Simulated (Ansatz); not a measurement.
Program: Ansatz. Geometries: PBE0-D4/def2-TZVP. ΔE: electronic, gas phase. CBS: MP2 limit from def2 TZ/QZ plus the TZ coupled-cluster correction, frozen cores. This one scheme is used for every species. Each species was taken in one conformer, which may not be the lowest.

`S[Si](S)(S)S` + H₂ → `S[SiH](S)S` + H₂S  (hydrogenolysis of the Si–S bond)

```
       species  CCSD(T)/CBS(def2) energy (Eh)
`S[Si](S)(S)S`                    -1882.71649
            H₂                       -1.17544
  `S[SiH](S)S`                    -1484.90157
           H₂S                     -398.97279
```

Q: Work out ΔE.

A: ΔE = (-1484.90157) + (-398.97279) − (-1882.71649) − (-1.17544) = 0.01757 Eh = +0.48 eV.

Largest T1 diagnostic among the species: 0.012.

In def2-TZVPP, CCSD(T) changes the Hartree–Fock value by +0.28 eV (the triples alone add +0.07 eV) and MP2 by +0.42 eV. The D4 term adds +0.18 eV with B3LYP and +0.10 eV with PBE0; it sums over pairs of atoms, weighted by their polarisabilities, and B3LYP, whose exchange is more repulsive, gets the larger term.

B3LYP here is the variant with VWN-RPA as its local correlation; programs differ in this.
